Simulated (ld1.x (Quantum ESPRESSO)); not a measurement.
# What one change does to a pseudopotential (lead (Pb), PAW)

```
Element                 : lead (Pb)
Generator               : ld1.x (Quantum ESPRESSO) 7.5
Type                    : PAW
Functional              : PBEsol
Relativity              : non-relativistic
Frozen core             : [Xe] 4f14
Valence charge          : 14
Reference configuration : 5d10 6s1.75 6p2.25
Partial waves           : 6s (bound): rcut 1.70, rcutus 2.20 bohr; 6s channel at 0.2 Ry: rcut 1.70, rcutus 2.20 bohr; 6p (bound): rcut 2.75, rcutus 3.30 bohr; 6p channel at 1.3 Ry: rcut 2.75, rcutus 3.30 bohr; 5d (bound): rcut 1.95, rcutus 2.10 bohr; 5d channel at 1.8 Ry: rcut 1.95, rcutus 2.10 bohr; 5f channel at -0.15 Ry: rcut 2.50, rcutus 2.80 bohr; 5f channel at 2.4 Ry: rcut 2.50, rcutus 2.80 bohr
Local potential         : all-electron potential smoothed inside 1.60 bohr (lloc = -1)
Core correction         : a·sin(br)/r model core, default radius (core density twice the valence density)
Augmentation charge     : BG, radius 1.75 bohr
```

All-electron outer shells of the reference configuration (PBEsol, non-relativistic, ld1.x):

```json
{"shell": "5s", "level (eV)": "-114.72", "outermost node (bohr)": "0.50", "outermost maximum (bohr)": "0.88"}
{"shell": "5p", "level (eV)": "-80.27", "outermost node (bohr)": "0.51", "outermost maximum (bohr)": "0.92"}
{"shell": "5d", "level (eV)": "-24.75", "outermost node (bohr)": "0.53", "outermost maximum (bohr)": "1.06"}
{"shell": "6s", "level (eV)": "-9.70", "outermost node (bohr)": "1.13", "outermost maximum (bohr)": "2.21"}
{"shell": "6p", "level (eV)": "-3.84", "outermost node (bohr)": "1.23", "outermost maximum (bohr)": "2.73"}
```

Change: local potential all-electron potential smoothed inside 3.15 bohr (lloc = -2).

Cutoffs: the cutoffs (Ry, on a coarse ladder) from which the occupation-weighted sum of valence levels, in a spherical-Bessel basis at the reference potential, stays within 10 and 1 mRy of its value at 400 Ry; they do not see the model core or the augmentation charge, which bear on the density cutoff. Errors are all-electron minus pseudo energies relative to the spin-unpolarised reference configuration.

Problem. What does the change do?

Solution. The potential gets neither clearly harder nor softer (30 Ry and 45 Ry → 30 Ry and 45 Ry); the bound ghost in p, s disappears; of the 7 tests that both files solve, the error grows in 5 and shrinks in 0 by more than 15 % and 0.3 meV (median size 0.4 → 3.5 meV); the range in which the p phases agree narrows (upper end at the end of the scan → 2.1); the range in which the d phases agree narrows (upper end 3.5 → 0.3). A state that the projectors do not describe sees the local part alone, so a deeper or shallower local part can create or remove a ghost.

| quantity | base | changed |
| --- | --- | --- |
| cutoff, loose | 30 Ry | 30 Ry |
| cutoff, tight | 45 Ry | 45 Ry |
| bound ghosts | s, p | none |
| error for 5d10 6s2 6p2, meV [ΔE -1.46 eV] | +0.1 | +0.1 |
| error for 5d10 6s2 6p1, meV [ΔE 5.28 eV] | -0.4 | +3.5 |
| error for 5d10 6s2 6p0, meV [ΔE 18.71 eV] | -4.7 | +18 |
| error for 5d10 6s1 6p0, meV [ΔE 47.21 eV] | -15 | +39 |
| error for 5d10 6s1 6p3, meV [ΔE 4.44 eV] | 0.0 | +0.4 |
| error for 5d10 6s2 6p2.3, meV [ΔE -2.32 eV] | 0.0 | 0.0 |
| error for 5d10 6s0 6p0, meV [ΔE 84.89 eV] | -30 | +61 |
| s: phases at 3.62 bohr within 0.05 rad from the reference energy up to (Ry; the scan ends near 5) | to the end of the scan | to the end of the scan |
| p: phases at 3.62 bohr within 0.05 rad from the reference energy up to (Ry; the scan ends near 5) | to the end of the scan | 2.1 |
| d: phases at 3.62 bohr within 0.05 rad from the reference energy up to (Ry; the scan ends near 5) | 3.5 | 0.3 |
| f: phases at 3.62 bohr within 0.05 rad from the reference energy up to (Ry; the scan ends near 5) | 4.7 | to the end of the scan |
| lowest overlap eigenvalue by channel | s 0.36, p 0.17, d 0.78, f 0.91 | s 0.36, p 0.54, d 0.91, f 0.91 |

Base: ld1.x warns that Blöchl-style (BG) augmentation functions are not a good idea. Changed file: ld1.x warns that Blöchl-style (BG) augmentation functions are not a good idea. A true bound ghost makes a file unfit for plane-wave use even where its test errors are small: the radial tests pick states by their node count and pass the ghost by.
